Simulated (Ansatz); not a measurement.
C₂H₅FGeO, SMILES `[F][GeH]1[CH2]O[CH2]1` at its PBE0-D4/def2-TZVP geometry, where that method's forces vanish. The species carries charge 0 and has multiplicity 1.

```xyz
10

F    -0.5733    1.3137    1.9914
Ge   -0.2677   -0.1129    1.0364
C    -0.9750   -0.0615   -0.8028
O     0.3540   -0.2144   -1.3173
C     1.2448    0.0240   -0.2201
H    -0.4773   -1.2863    2.0082
H    -1.6206   -0.8668   -1.1583
H    -1.4113    0.9053   -1.0765
H     2.0379   -0.7259   -0.1981
H     1.6884    1.0247   -0.2629
```

Task: What forces (eV/Å) does ωB97M-V/def2-TZVPP give on these atoms in Ansatz 0.2.0? (Estimate.)

Result: Ansatz gave: 
```
F1  -0.011  0.061  0.033
Ge2  0.017 -0.176 -0.037
C3  -0.291  0.030  0.085
O4   0.065 -0.045 -0.241
C5   0.209  0.049  0.217
H6   0.020  0.115 -0.095
H7   0.060  0.081  0.030
H8   0.043 -0.093  0.017
H9  -0.073  0.076 -0.005
H10 -0.039 -0.097 -0.005
```
